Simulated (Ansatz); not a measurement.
Consider the ligand exchange at the Si–O bond: `[SiH3]O[Si]O[SiH3]` + `O[Si](Cl)(Cl)Cl` → `[SiH3]O[Si](Cl)(Cl)Cl` + `O[Si]O[SiH3]`.

Computed with Ansatz on PBE0-D4/def2-TZVP structures; ΔE is electronic, products minus reactants. CCSD(T)/CBS adds triple-zeta CCSD(T) − MP2 to the extrapolated MP2 energy (def2 sets, frozen cores). This one scheme is used for every species. Functionals use def2-TZVPP. B3LYP here is the variant with VWN-RPA as its local correlation; programs differ in this. Each species was taken in one conformer, which may not be the lowest.

```csv
species,B3LYP energy (Eh)
`[SiH3]O[Si]O[SiH3]`,-1022.84047
`O[Si](Cl)(Cl)Cl`,-1746.27984
`[SiH3]O[Si](Cl)(Cl)Cl`,-2037.04509
`O[Si]O[SiH3]`,-732.07847
```

Problem. Work out ΔE.

Solution. ΔE = (-2037.04509) + (-732.07847) − (-1022.84047) − (-1746.27984) = -0.00325 Eh = -2.0 kcal/mol. CCSD(T)/CBS gives -2.7 kcal/mol.

Largest T1 diagnostic among the species: 0.014.

The D4 term adds −0.7 kcal/mol with B3LYP and −0.5 kcal/mol with PBE0; it sums over pairs of atoms, weighted by their polarisabilities, and B3LYP, whose exchange is more repulsive, gets the larger term.
